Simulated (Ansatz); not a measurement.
Program: Ansatz. Geometries: PBE0-D4/def2-TZVP. ΔE: electronic, gas phase. CCSD(T)/CBS is the MP2 limit (def2-TZVPP, def2-QZVPP) plus CCSD(T) − MP2 in def2-TZVPP, frozen cores. Functionals use def2-TZVPP. B3LYP here is the variant with VWN-RPA as its local correlation; programs differ in this. For Cu outer-core shells are correlated without core-valence functions, which leaves a few kJ/mol of doubt a bond. Scalar relativity is left out up to krypton. Each species was taken in one conformer, which may not be the lowest.

`C[Si](C)(C)[O][Cu]` + `CC(C)(C)F` → `C[Si](C)(C)F` + `CC(C)(C)[O][Cu]`  (formal exchange of groups at the Si–O bond)

| level | ΔE (kJ/mol) | difference from CCSD(T)/CBS |
| --- | --- | --- |
| r2SCAN-D4 | -21.5 | -6.4 |
| B97M-V | -23.4 | -8.3 |
| B3LYP-D4 | -17.3 | -2.2 |
| r2SCAN0-D4 | -15.2 | -0.1 |
| CAM-B3LYP-D4 | -12.2 | 2.9 |
| B2PLYP | -14.6 | 0.5 |
| BLYP | -21.1 | -6.0 |
| r2SCAN0 | -15.1 | 0.0 |
| MP2/def2-SVP | -13.9 | 1.2 |
| MP2/def2-TZVPP | -13.7 | 1.4 |
| SCS-MP2/def2-TZVPP | -9.7 | 5.4 |
| CCSD/def2-TZVPP | -10.9 | 4.2 |
| CCSD(T)/def2-TZVPP | -13.8 | 1.3 |
| MP2/def2-QZVPP | -14.6 | 0.5 |
| SCS-MP2/def2-QZVPP | -10.4 | 4.7 |
| MP2/CBS(def2) | -15.1 | 0.0 |
| CCSD(T)/CBS | -15.1 | 0 |

Largest T1 diagnostic among the species: 0.029, so the coupled-cluster value is less sure than usual.

Leaving LDA and LC-ωPBE aside and taking each functional with its dispersion term where it has one, the values, not all of them listed here, spread over 19.7 kJ/mol, from revPBE-D4 to BHLYP-D4. LDA lies −6.2 kJ/mol from PBE without D4. In def2-TZVPP, CCSD(T) changes the Hartree–Fock value by −15.9 kJ/mol (the triples alone add −2.9 kJ/mol) and MP2 by −15.9 kJ/mol. From PBE to PBE0 (25 % exact exchange), in def2-TZVPP and without D4, ΔE moves by +8.0 kJ/mol.
